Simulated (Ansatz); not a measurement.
`C=CCC(F)Cl` + `C[SiH2]O` → `C=CO[SiH2]C` + `CC(F)Cl`  (substitution at a C–C bond)

Calculated with Ansatz (gas phase, PBE0-D4/def2-TZVP geometries, no zero-point term in ΔE). CBS: MP2 limit from def2 TZ/QZ plus the TZ coupled-cluster correction, frozen cores. This one scheme is used for every species. Functionals use def2-TZVPP. Each species was taken in one conformer, which may not be the lowest.

(1) Is it downhill or uphill in electronic energy at CCSD(T)/CBS, and by how much? (An estimate is asked.)

(2) What do these levels give: ωB97X-V, ωB97M-V, HF/def2-TZVPP, CCSD/def2-TZVPP, SCS-MP2/def2-QZVPP, CCSD/CBS(def2)? (An estimate is asked.)

Largest T1 diagnostic among the species: 0.012.

Results:

(1) Ansatz gave: Uphill: ΔE = +27.6 kJ/mol.

(2) Computed: ωB97X-V 19.1, ωB97M-V 21.2, HF/def2-TZVPP 18.4, CCSD/def2-TZVPP 26.6, SCS-MP2/def2-QZVPP 28.8, CCSD/CBS(def2) 27.9 kJ/mol.

From PBE to PBE0 (25 % exact exchange), in def2-TZVPP and without D4, ΔE moves by +3.5 kJ/mol. In def2-TZVPP, CCSD(T) changes the Hartree–Fock value by +7.9 kJ/mol (the triples alone add −0.3 kJ/mol) and MP2 by +12.1 kJ/mol.
